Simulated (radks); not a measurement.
The silver ion Ag43+, configuration [He] 2s2 (the NIST ground configuration). Method: Dirac Kohn-Sham, BLYP, spin-unpolarised, spherical densities, finite nucleus; Fermi nuclear charge, rms radius 4.5454 fm; computed with a radial shooting solver on a logarithmic mesh with Libxc functionals.

Normalised radial functions P(r) = r R(r) (large component), r in bohr:

| r | 1s1/2 | 2s1/2 |
|---|---|---|
| 0.001429 | 1.0025 | 0.3613 |
| 0.00189 | 1.2761 | 0.4593 |
| 0.002521 | 1.6237 | 0.5832 |
| 0.003362 | 2.0457 | 0.7325 |
| 0.004449 | 2.5287 | 0.9012 |
| 0.005934 | 3.0912 | 1.0929 |
| 0.007914 | 3.6921 | 1.2878 |
| 0.01047 | 4.2605 | 1.4524 |
| 0.01397 | 4.7414 | 1.5479 |
| 0.01863 | 4.9979 | 1.4980 |
| 0.02465 | 4.9095 | 1.2269 |
| 0.03287 | 4.3866 | 0.6423 |
| 0.04384 | 3.4524 | -0.2704 |
| 0.05801 | 2.3276 | -1.3630 |
| 0.07737 | 1.2451 | -2.4067 |
| 0.1032 | 0.4952 | -2.9548 |
| 0.1365 | 0.1385 | -2.7307 |
| 0.1821 | 0.0223 | -1.8518 |
| 0.2429 | 0.0018 | -0.8618 |
| 0.3214 | 0.0001 | -0.2594 |
| 0.4286 | 0.0000 | -0.0416 |

1s1/2: eigenvalue -29322 eV, 0 radial nodes, <r> = 0.0310 bohr, 90 % of the charge inside 0.0555 bohr. 2s1/2: eigenvalue -7014.4 eV, 1 radial node at r = 0.0406 bohr, <r> = 0.126 bohr, 90 % of the charge inside 0.194 bohr.
